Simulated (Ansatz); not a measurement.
Reactions of `C[O][AlH][SiH2][SiH3]`.

Isolated molecules relaxed with PBE0-D4/def2-TZVP in Ansatz; ΔE leaves out vibrations. CCSD(T)/CBS is the MP2 limit (def2-TZVPP, def2-QZVPP) plus CCSD(T) − MP2 in def2-TZVPP, frozen cores. This one scheme is used for every species. For Se outer-core shells are correlated without core-valence functions, which leaves a few kJ/mol of doubt a bond. Scalar relativity is left out up to krypton. One conformer a species, not always the lowest.

Task: Order these by ΔE at CCSD(T)/CBS, lowest first. (An estimate is asked.)
A. `C[O][AlH][SiH2][SiH3]` + `BN` → `B[NH][AlH][O]C` + `[SiH3][SiH3]`
B. `C[O][AlH][SiH2][SiH3]` + `FC[SiH3]` → `FC([SiH3])[SiH2][SiH3]` + `C[O][AlH2]`
C. `C[O][AlH][SiH2][SiH3]` + CH₃SH → `CS[SiH2][SiH3]` + `C[O][AlH2]`
D. `C[O][AlH][SiH2][SiH3]` + H₂Se → `C[O][AlH][SeH]` + `[SiH3][SiH3]`
E. `C[O][AlH][SiH2][SiH3]` + HCl → `C[O][AlH][Cl]` + `[SiH3][SiH3]`

Result: E (-156.4 kJ/mol), D (-111.3 kJ/mol), A (-57.9 kJ/mol), C (-39.6 kJ/mol), B (+30.2 kJ/mol).

Largest T1 diagnostic: 0.014, for `C[O][AlH][SiH2][SiH3]`.
